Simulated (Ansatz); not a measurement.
Consider the formal exchange of groups at a B–N bond: `B[N]1[CH2][AlH]1` + `CCO[SiH3]` → `B[SiH2]OCC` + `[CH2]1[NH][AlH]1`.

Computed with Ansatz on PBE0-D4/def2-TZVP structures; ΔE is electronic, products minus reactants. CCSD(T)/CBS is the MP2 limit (def2-TZVPP, def2-QZVPP) plus CCSD(T) − MP2 in def2-TZVPP, frozen cores. Functionals use def2-TZVPP. HSE06 is defined as in plane-wave codes. One conformer a species, not always the lowest.

```csv
level,ΔE (kJ/mol),difference from CCSD(T)/CBS
PBE0-D4,163.3,-2.3
r2SCANh-D4,168.1,2.5
r2SCAN0-D4,168.5,2.9
HSE06-D4,163.5,-2.1
PBE-QIDH,169.1,3.5
r2SCAN,167.9,2.3
HF/def2-SVP,179.4,13.8
MP2/def2-TZVPP,177.4,11.8
SCS-MP2/def2-TZVPP,175.7,10.1
MP2/CBS(def2),174.6,9.0
CCSD(T)/CBS,165.6,0
```

Largest T1 diagnostic among the species: 0.015.

From BLYP to BHLYP (50 % exact exchange), in def2-TZVPP and without D4, ΔE moves by +3.3 kJ/mol. At CCSD(T), def2-SVP lies +14.7 kJ/mol from the extrapolated value and def2-TZVPP +2.9 kJ/mol. Leaving LDA and LC-ωPBE aside and taking each functional with its dispersion term where it has one, the values, not all of them listed here, spread over 11.9 kJ/mol, from revPBE-D4 to B2PLYP. LDA lies +7.3 kJ/mol from PBE without D4.
